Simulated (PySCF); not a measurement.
Phosphorus: a sound run and one with changed settings

Sound run: P²⁺ [Ne] 3s2 3p1, P³⁺ [Ne] 3s2. Computed with PySCF 2.14 in pcseg-2 (5s4p2d1f, 34 functions), with the non-relativistic Hamiltonian (point nucleus). The sound run starts from symmetry-adapted Hartree-Fock orbitals and uses a fine grid where one is needed.

Changed run: radial step 0.8 in ln r (0.13 in the sound run). This setting is unsound on purpose.

| species | method | sound run (hartree) | changed run (hartree) | converged |
| --- | --- | --- | --- | --- |
| P²⁺ | UHF | -339.64061 | -339.64061 | yes |
| P²⁺ | B3LYP | -340.18151 | -340.24788 | yes |
| P²⁺ | PBE0 | -340.02564 | -340.07593 | yes |
| P³⁺ | UHF | -338.55477 | -338.55477 | yes |
| P³⁺ | B3LYP | -339.06861 | -339.11640 | yes |
| P³⁺ | PBE0 | -338.91406 | -338.95168 | yes |

Ionisation energy of P²⁺:

```csv
method,sound run (eV),changed run (eV)
UHF,29.547,29.547
B3LYP,30.284,30.789
PBE0,30.248,30.592
```

A coarse radial grid mis-integrates the density and the exchange-correlation energy, with errors of either sign; Hartree-Fock needs no grid.

For comparison, NIST gives 30.203 eV between the lowest levels.
